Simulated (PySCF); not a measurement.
## Frontier orbitals and the lowest excitations

C₄H₄F₄O₂.
Numbering: `[F:1][C@@H:2]1[CH2:3][C@@H:4]([F:5])[O:6][C:7]([F:8])([F:9])[O:10]1` (hydrogens: H11 on C2; H12, H13 on C3; H14 on C4)

Geometry (GFN2-xTB, Å), atoms numbered from 1 in this order:
```
atom  x, y, z in Å
F1    -0.194    1.542    1.316
C2    -0.336    1.270   -0.020
C3    -1.239    0.050   -0.174
C4    -0.432   -1.162    0.284
F5    -1.080   -2.307   -0.014
O6     0.792   -1.218   -0.428
C7     1.542   -0.102   -0.302
F8     2.574   -0.212   -1.134
F9     2.080   -0.046    0.948
O10    0.921    1.077   -0.592
H11   -0.739    2.177   -0.486
H12   -2.136    0.168    0.432
H13   -1.509   -0.081   -1.223
H14   -0.243   -1.158    1.370
```

Level of theory: TDDFT B3LYP/def2-SVPD, vertical, gas phase, core orbitals frozen in the response in PySCF.

Frontier orbitals with the atoms that hold most of them (Löwdin shares over 4%, at most four atoms; ? is withheld):

| orbital | ε (eV) | atoms |
| --- | --- | --- |
| LUMO+2 | 1.04 | H13 13%, F5 11%, F1 10%, H12 10% |
| LUMO+1 | 0.51 | H14 20%, C4 20%, F5 14%, H12 9% |
| LUMO | 0.05 | ? |
| HOMO | -9.16 | ? |
| HOMO-1 | -10.36 | O10 55%, F9 13%, F1 11% |
| HOMO-2 | -10.44 | F1 18%, O6 18%, O10 14%, C2 12% |
| HOMO-3 | -11.12 | F5 23%, O6 17%, F1 13%, F9 10% |

Problem. Which atoms hold the LUMO, and with what shares?

Solution. C2 (bonded to C, F, O and H) 18%; H11 (bonded to C) 16%; C3 (bonded to 2 C and 2 H) 15%; H13 (bonded to C) 11%. By element: carbon 33% or more, hydrogen 27% or more.

Problem. Which atoms hold the HOMO, and with what shares?

Solution. O6 (bonded to 2 C) 36%; O10 (bonded to 2 C) 12%; C3 (bonded to 2 C and 2 H) 12%; C4 (bonded to C, F, O and H) 11%. By element: oxygen 48%, carbon 23% or more.

Problem. How does S1 compare with the orbital gap of 9.21 eV?

Solution. S1 is at 8.32 eV (f = 0.0019), 0.89 eV below the gap, made of HOMO→LUMO (98%). 

Problem. One configuration dominates each of S1, S2, S4 and S6. Which, and how do the shares of the two leading atoms of either orbital change from the occupied to the empty one?

Solution. 
- S1 (8.32 eV, f 0.0019), HOMO→LUMO (98%): O6 36% → at most 11%, O10 12% → at most 11%, C2 at most 12% → 18%, H11 at most 12% → 16%
- S2 (8.67 eV, f 0.0096), HOMO→LUMO+1 (98%): O6 36% → at most 10%, O10 12% → at most 10%, H14 at most 12% → 20%, C4 11% → 20%
- S4 (9.43 eV, f 0.0053), HOMO-1→LUMO (73%): O10 55% → at most 11%, F9 13% → at most 11%, C2 at most 4% → 18%, H11 at most 4% → 16%
- S6 (9.55 eV, f 0.029), HOMO-2→LUMO (71%): F1 18% → at most 11%, O6 18% → at most 11%, C2 12% → 18%, H11 at most 12% → 16%

One conformer stands for the species.

Without π bonds the low states are Rydberg-like; a valence basis with one diffuse set may place them up to an eV too high.
